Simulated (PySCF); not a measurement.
Species: C7H10F (doublet state).
Geometry (GFN2-xTB, Å), atoms numbered from 1 in this order:
```xyz
18
C7H10F angstrom
F      0.619   -1.140   -1.296
C      0.860   -0.212   -0.307
C     -0.408    0.267    0.341
C     -1.510    0.780   -0.617
C     -2.425   -0.227   -0.029
C     -1.381   -0.834    0.830
C      2.024    0.696   -0.552
C      2.128   -0.413    0.462
H     -0.150    0.986    1.120
H     -1.792    1.830   -0.493
H     -1.276    0.626   -1.677
H     -3.424   -0.524   -0.272
H     -1.078   -1.846    0.543
H     -1.579   -0.844    1.907
H      1.956    1.716   -0.208
H      2.562    0.576   -1.480
H      2.734   -1.269    0.207
H      2.131   -0.164    1.511
```

The hyperfine couplings belong to this conformer and change with its torsions.

Identity: `FC1(C2C[CH]C2)CC1` [radical].

The calculation used PySCF 2.14.0, UKS B3LYP, pcH-1 on C F H, non-relativistic, mean-field spin-orbit, GIAO. Isolated species at its GFN2-xTB geometry (one conformer only). A GFN2-xTB geometry isn't a minimum of the functional, and hyperfine couplings can be far from their values at a DFT geometry. Stability of the SCF solution: not tested.

Q: What is the g tensor, term by term?

A: 
```json
{"Δg (ppm)": "relativistic mass correction", "1": "-135", "2": "-135", "3": "-135"}
{"Δg (ppm)": "gauge correction", "1": "1", "2": "9", "3": "20"}
{"Δg (ppm)": "orbital Zeeman/spin–orbit", "1": "-23", "2": "681", "3": "769"}
{"Δg (ppm)": "total", "1": "-157", "2": "556", "3": "655"}
```

So g = 2.00216, 2.00287, 2.00297 and g_iso = 2.00267; the tensor is close to axial: the two nearest values differ by 12 % of g3 − g1. Axes: g3 points within 4° of the C5–H12 bond.

Q: At 9.326 GHz, how far is the centre of the isotropic spectrum from where a free electron (g = 2.002319) resonates?

A: B = hν/(g μB) with μB/h = 13.99624 MHz/mT gives 332.77 mT for the free electron and 332.72 mT at g_iso, 0.06 mT lower.

Q: What are the electron Larmor frequencies g μB B/h along the three axes at 330 mT?

A: 9.2475, 9.2508, 9.2513 GHz for g1, g2 and g3, a range of 3.7 MHz.

Q: What effective moment and Curie constant follow for a powder?

A: With the mean of g² = 4.0107 and S(S+1) = 0.75: μ_eff = √(⟨g²⟩S(S+1)) = 1.734 μB and χT = 0.12505·⟨g²⟩·S(S+1) = 0.376 cm³ K/mol (cgs; spin-Hamiltonian part alone).

Q: In a frozen sample, at which fields do the three g values resonate at 9.5, 34, 94 and 263 GHz (hyperfine left aside), and which band first spreads them over more than twice a line width of 0.3 mT?

A: 
```
band    GHz  B(g3) mT  B(g2) mT  B(g1) mT  spread mT
   X    9.5    338.87    338.89    339.01       0.14
   Q   34.0   1212.81   1212.87   1213.30       0.49
   W   94.0   3353.06   3353.22   3354.42       1.36
   J  263.0   9381.43   9381.89   9385.23       3.80
```

The spread grows in proportion to the frequency. W band is the first where it exceeds 0.6 mT.

The Mulliken spin populations are largest on C5 (+1.01), C6 (-0.09) and C4 (-0.09). C5 is the only atom above +0.15. The angles at C5 add up to 359.1°, so it is planar; its axial dipolar tensor and the negative coupling of its proton fit spin in a p orbital normal to that plane.

The HOMO–LUMO gaps are 6.13 eV among the α and 6.20 eV among the β orbitals.

Hardware: one thread, Intel Xeon at 2.50 GHz (x86_64), shared host with 64 logical CPUs at a one-minute load of 54. Cost: 3.4 min (grids of density and orbitals included), 0.97 GiB resident at most.
